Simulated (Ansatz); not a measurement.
Born–Oppenheimer molecular dynamics of CH₈AlNO₂Si (14 atoms, charge 0, multiplicity 1). It starts from a relaxed structure.

Level of theory: RHF/6-31G (Ansatz 0.2.0).

| Property | Result |
| --- | --- |
| ensemble | NVT, Langevin thermostat |
| time step | 0.5 fs |
| steps asked | 191 |
| set temperature | 300 K |
| friction | 0.01 /fs |
| temperature schedule | 47 steps to 300 K, then 143 steps to 10 K |
| seed | 433177 |

First frame:

```xyz
14
Properties=species:S:1:pos:R:3
C 0.412 -1.234 -1.951
O -0.358 -0.619 -0.923
Si 0.042 0.358 0.408
N 0.828 -0.471 1.741
O 1.246 1.398 -0.219
Al -2.174 1.285 0.937
H 1.063 -0.510 -2.422
H 1.008 -2.043 -1.549
H -0.275 -1.631 -2.682
H 1.786 -0.743 1.725
H 0.322 -0.870 2.498
H 1.903 1.902 0.236
H -2.716 2.604 0.212
H -3.102 0.545 2.017
```

Problem. How far do the bonds stretch over the last three quarters of this one trajectory? (Pairs bonded in most of those frames.)

Solution. 
```csv
bond,mean (Å),spread (Å),shortest,longest
C1–O2,1.430,0.012,1.41,1.45
C1–H7,1.083,0.007,1.07,1.10
C1–H8,1.086,0.014,1.06,1.11
C1–H9,1.079,0.009,1.06,1.11
O2–Si3,1.716,0.017,1.68,1.74
Si3–N4,1.762,0.029,1.72,1.81
Si3–O5,1.716,0.018,1.69,1.75
Si3–Al6,2.510,0.061,2.41,2.60
N4–H10,0.996,0.011,0.97,1.02
N4–H11,0.996,0.006,0.98,1.01
O5–H12,0.946,0.022,0.91,0.98
Al6–H13,1.602,0.048,1.52,1.68
Al6–H14,1.609,0.037,1.55,1.67
```

Mean temperature of the second half: 160 K. The schedule's set-point averaged 104 K over the second half and the system 160 K, so it lags behind the ramp. A run of 0.096 ps of so small a system gives no equilibrium averages. Limits of this set-up: no polarisation functions.

The run took 7.7 min on 1 thread of Intel(R) Xeon(R) Platinum 8375C CPU @ 2.90GHz (Ice Lake), with other jobs on the host, peak memory 0.18 GiB.
